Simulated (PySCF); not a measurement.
**Converging SrF in the basis (HF)**

PySCF, UHF reference; doublet, unpaired electrons σ ↑; De to Sr + F without counterpoise correction.

| basis | relativity | functions | Re (Å) | ωe (cm⁻¹) | De (eV) | μ (D) |
| --- | --- | --- | --- | --- | --- | --- |
| def2-SVP | scalar-relativistic core potentials | 37 | 2.126 | 521 | 3.98 | -3.27 |
| def2-SVPD | scalar-relativistic core potentials | 49 | 2.146 | 494 | 4.18 | -3.42 |
| def2-TZVPP | scalar-relativistic core potentials | 71 | 2.108 | 487 | 4.02 | -3.23 |

**Question.** How does each smaller set differ from the one with most functions, def2-TZVPP?

**Answer.** def2-SVP: +1.8 pm, +7.0 % in ωe, -0.04 eV in De; def2-SVPD: +3.8 pm, +1.4 % in ωe, +0.16 eV in De. All at HF; the set with most functions is neither the basis-set limit nor always the best.

A positive dipole means Sr(−)F(+). Spin–orbit coupling is left out. Hartree–Fock leaves out correlation, which carries a large part of most bond energies and some tenths to 1 eV of ionisation energies. The state is the lowest determinant that a PBE0 search found; another state may lie lower at other levels.
